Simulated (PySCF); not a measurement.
```xyz
3
charge 0 multiplicity 1, angstrom
S     0.0000    0.0000    0.0000
In    0.0000    0.0000    2.4422
In    0.0000    0.0000   -2.4422
```

These are results of PBE0 in PySCF with S def2-TZVP, In def2-TZVP with ECP28; scalar-relativistic core potentials, no spin–orbit coupling; density-fitted integrals, not measurements.

This geometry of In2S is a stationary point at this level.

What is the point group?

D∞h.

Is it a minimum?

No: it has 2 imaginary modes (one degenerate set), at 46i cm⁻¹ (πu).

List the harmonic modes with their infrared intensities.


```tsv
symmetry	ω (cm⁻¹)	IR (km/mol, summed over degenerate members)
πu	46i	–
σg+	153	0.0
σu+	391	381
```

Give the atomic charges and bond orders.


| atom | Mulliken | Löwdin | polar tensor | Mayer order to S1 |
| --- | --- | --- | --- | --- |
| S1 | -0.69 | 0.02 | -1.36 | – |
| In2,3 | 0.35 | -0.01 | 0.68 | 1.04 |

In D∞h the vibrations span πu + σg+ + σu+. The σg+ mode carries no infrared intensity, as symmetry demands. With a centre of inversion only u modes can be infrared active and only g modes Raman active.

Other isomers or separated fragments may lie lower. At this level a singlet minimum of C2v symmetry lies 7 kJ/mol below this structure.
